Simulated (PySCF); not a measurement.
SbF₄, SMILES [F][Sb+]([F])([F])[F], charge +1.

The structure is a stationary point at B3LYP-D3(BJ)/def2-SVP. The spin state was assumed, not searched. The isomer is the one that the SMILES or the coordinates give; other isomers of the formula were not compared. The def2 effective core potentials stand for the cores of Sb; spin–orbit coupling is left out.

The numbers are results of B3LYP-D3(BJ)/def2-SVP in PySCF 2.14.0, not measurements.

Frequencies are harmonic and unscaled.

Modes within 1.5 cm⁻¹ of each other (mostly degenerate sets) share a row, with their intensities summed.

Computed harmonic wavenumbers and intensities:
| mode | ν (cm⁻¹) | IR (km/mol) | Raman (Å⁴/amu) | depolarisation | moving atoms (share of kinetic energy) |
|---|---|---|---|---|---|
| 1–2 | 145 | 0.0 | 3.7 | 0.75 | F 100 % |
| 3–5 | 188 | 112.2 | 4.9 | 0.75 | F 79 %, Sb 21 % |
| 6 | 670 | 0.0 | 24.2 | 0.00 | F 100 % |
| 7–9 | 742 | 107.1 | 14.7 | 0.75 | F 82 %, Sb 18 % |
